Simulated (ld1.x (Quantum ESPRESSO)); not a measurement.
Pt (Z = 78), TM: configuration errors across variants

| Property | Result |
| --- | --- |
| Element | platinum (Pt) |
| Generator | ld1.x (Quantum ESPRESSO) 7.5 |
| Type | norm-conserving Troullier–Martins (Kleinman–Bylander form) |
| Functional | LDA (PZ) |
| Relativity | scalar-relativistic |
| Frozen core | [Xe] 4f14 |
| Valence charge | 10 |
| Reference configuration | 5d9.5 6s0.5 6p0 |
| Partial waves | 6s (bound): rc 2.05 bohr; 6p (bound, empty): rc 3.25 bohr; 5d (bound): rc 2.05 bohr |
| Local potential | the d channel |
| Core correction | none |

All-electron excitation energies from the reference (eV): (1) 5d9 6s1 6p0 0.086; (2) 5d9 6s0 6p0 9.631; (3) 5d8 6s0 6p0 29.890; (4) 5d8 6s1 6p0 11.503; (5) 5d6 6s0 6p0 108.349; (6) 5d8 6s2 6p0 1.016; (7) 5d9.5 6s0.5 6p0 spin -0.094; (8) 5d9 6s1 6p0 spin -0.293.

Spin tests fill each open shell by Hund’s rule, majority spin first.

Tests that are not counted but printed errors over 1 eV. “base”: 5d9 6s0 6p1 (solver errors, printed error -2.1 eV). “all radii scaled by about 0.88 (s 1.80, p 2.86, d 1.80 bohr)”: 5d9 6s0 6p1 (solver errors, printed error -2.3 eV). “all radii scaled by about 1.09 (s 2.24, p 3.56, d 2.24 bohr)”: 5d9 6s0 6p1 (solver errors, printed error -2.3 eV). “all radii scaled by about 1.15 (s 2.36, p 3.76, d 2.36 bohr)”: 5d9 6s0 6p1 (solver errors, printed error -2.3 eV).

A true bound ghost makes a file unfit for plane-wave use even where its test errors are small: the radial tests pick states by their node count and pass the ghost by. Where a test does run into it, the solver fails or the error is huge.

Errors AE − PS in meV (a dash: test not solved or not reliable):

```tsv
change	(1)	(2)	(3)	(4)	(5)	(6)	(7)	(8)	bound ghosts
base	-3.7	+2.3	-0.7	-30	-192	-54	+24	+100	s, p
all radii scaled by about 0.76 (s 1.56, p 2.48, d 1.56 bohr)	+6.4	+13	+3.0	-20	-222	+25	+29	+122	s, p
all radii scaled by about 0.88 (s 1.80, p 2.86, d 1.80 bohr)	-1.4	+3.1	-1.2	-25	-200	-33	+24	+102	s, p
all radii scaled by about 1.09 (s 2.24, p 3.56, d 2.24 bohr)	-4.2	+1.3	-8.5	-36	-207	-58	+24	+100	s, p
all radii scaled by about 1.15 (s 2.36, p 3.76, d 2.36 bohr)	-4.0	+0.1	-17	-38	-219	-54	+24	+100	s, p
all radii scaled by about 1.27 (s 2.60, p 4.14, d 2.60 bohr)	-2.5	-3.2	-37	-38	-227	-37	+24	+101	s
all radii scaled by about 1.40 (s 2.86, p 4.54, d 2.86 bohr)	+1.9	-12	-76	-27	-174	+11	+24	+104	s
```

Question: Give the same row for: all radii scaled by about 0.94 (s 1.94, p 3.06, d 1.94 bohr).

Answer: -2.9, +2.6, 0.0, -27, -192, -47, +24, +101; bound ghosts: s, p. Not counted: 5d9 6s0 6p1 (solver errors, printed error -2.1 eV).
